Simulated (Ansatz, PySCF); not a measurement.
Process, species as SMILES: [SiH3]CC#CC[SiH3] + 7 [H][H] (H2) → 4 C (CH4) + 2 [SiH4] (SiH4)
Geometries: B3LYP-D3(BJ)/def2-TZVP minima from Ansatz (a first-principles code). Frequencies are from Ansatz or PySCF.

Property: energy of full hydrogenation (enthalpy at 298 K, with B3LYP-D3(BJ) rigid-rotor harmonic-oscillator terms), in kcal/mol. Valence correlation only, unless marked. No spin-orbit coupling. No relativistic terms. CBS(X,Y): correlation extrapolated as X^-3; Hartree-Fock from the larger set.

```
level                           program  energy of full hydrogenation (kcal/mol)
-----------------------  --------------  ---------------------------------------
SVWN5/def2-TZVPD                 Ansatz                                   -122.8
PBE-D3(BJ)/def2-TZVPD    Ansatz + dftd3                                   -111.6
PBE0/def2-SVP                    Ansatz                                   -132.6
BHLYP-D3(BJ)/def2-TZVPD  Ansatz + dftd3                                   -124.7
r2SCANh/def2-TZVPD               Ansatz                                   -119.0
SCS-MP2/aug-cc-pV(T+d)Z          Ansatz                                   -110.7
```

Question: What does CCSD(T)/CBS(cc-pV(T+d)Z,cc-pV(Q+d)Z) (Ansatz) give?

Answer: -113.6 kcal/mol
